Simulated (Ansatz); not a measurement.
C2H6BCl, SMILES `CB(C)Cl`, 10 atoms. The species carries charge 0 and has multiplicity 1. All runs use 4 threads of an Arm Neoverse V1 on a shared host. Correlated methods freeze the cores. Open-shell runs search over several starts.

(1) How many basis functions does each run have, and how long does it take in Ansatz? UHF-MP2/def2-QZVPP energy of the cation; RHF-CCSD(T)/def2-SVP energy; RKS ωB97M-V/def2-QZVPP energy; UKS B2PLYP (frozen core)/def2-TZVPP energy of the cation; UKS ωB97M-V/def2-TZVPP energy of the cation; UKS ωB97X-V/def2-TZVPP energy of the cation; UKS B3LYP-D4/def2-TZVPP energy of the cation; UHF-CCSD(T)/def2-TZVPP energy of the cation; RHF-MP2/def2-QZVPP energy; UKS PBE0-D4/def2-TZVPP energy of the cation; RKS B2PLYP (frozen core)/def2-TZVPP energy; UKS PBE-D4/def2-TZVPP energy of the cation. (Estimate.)

## Answers

(1) The calculation gave: Other jobs shared the machine, so times are rough.

| level | job | functions | wall time | peak host memory (GiB) |
| --- | --- | --- | --- | --- |
| RHF-CCSD(T)/def2-SVP | energy | 90 | 1.9 s | 0.32 |
| RKS B2PLYP (frozen core)/def2-TZVPP | energy | 219 | 3.3 s | 0.48 |
| UKS PBE-D4/def2-TZVPP | energy of the cation | 219 | 4.8 s | 0.4 |
| UKS PBE0-D4/def2-TZVPP | energy of the cation | 219 | 4.9 s | 0.6 |
| UKS B3LYP-D4/def2-TZVPP | energy of the cation | 219 | 4.9 s | 0.62 |
| RHF-MP2/def2-QZVPP | energy | 421 | 13 s | 2.1 |
| RKS ωB97M-V/def2-QZVPP | energy | 421 | 13 s | 1.5 |
| UKS B2PLYP (frozen core)/def2-TZVPP | energy of the cation | 219 | 14 s | 0.75 |
| UKS ωB97M-V/def2-TZVPP | energy of the cation | 219 | 15 s | 0.87 |
| UKS ωB97X-V/def2-TZVPP | energy of the cation | 219 | 16 s | 0.82 |
| UHF-MP2/def2-QZVPP | energy of the cation | 421 | 53 s | 2.3 |
| UHF-CCSD(T)/def2-TZVPP | energy of the cation | 219 | 4.5 min | 8.8 |

B3LYP here is the variant with VWN-RPA as its local correlation; programs differ in this.
